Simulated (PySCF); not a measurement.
SMILES CO[Si](C)(OC)O[SiH3], GFN2-xTB optimised geometry. Atoms within 1.6 Å of the plane z = 1.5 Å (x, y, z in Å): Si1 (1.27, -2.26, 0.00), O2 (0.78, -0.72, 0.00), Si3 (0.35, 0.63, 0.81), O5 (-1.03, 0.31, 1.62), C6 (-2.19, -0.29, 1.11), O7 (1.45, 1.07, 1.92), C8 (1.91, 0.31, 3.01), H9 (2.74, -2.26, 0.00), H11 (0.77, -2.95, 1.19), H13 (-0.09, 2.95, 0.04), H15 (-2.81, -0.58, 1.95), H16 (-1.94, -1.17, 0.51), H17 (-2.74, 0.42, 0.48), H18 (2.29, -0.66, 2.67).

Level of theory: PBE0/def2-SVP (PySCF). Cells within 0.4 Å of a nucleus heavier than hydrogen are left out (blank, or x).

Map of the deformation density (molecule minus spherical neutral atoms) (e/bohr³) on the plane z = 1.5 Å:

```
|222222222222222222222222222|
|222222222222222222222222222|
|222222222221111222222222222|
|222222222211111112222222222|
|222222222111111111222222222|
|222222222111111111122222222|
|222222221111111111122222222|
|222222111111111111222222222|
|222211111111111112222122222|
|221111111111100123322112222|
|221111111222101335522111222|
|211111101275301476321111222|
|2111111012xx510233111111222|
|2111123225x8410011111111222|
|211114991123210111111111222|
|211113650011111111111111222|
|211111221111111111111111222|
|211111111111111111111111222|
|221111111111111111111111222|
|222111111111112221111111222|
|222211111111112332111111222|
|222222222111111222111111222|
|222222222211111111111112222|
|222222222221111111111122222|
|222222222222111111111122222|
|222222222222211111112222222|
|222222222222222212222222222|
```
Scale: ten equal steps from -0.020 (start of '0') to 0.080 (end of '9'), in the order '0123456789'; x runs from -5.00 to 5.00, y from -5.00 (bottom) to 5.00 (top).
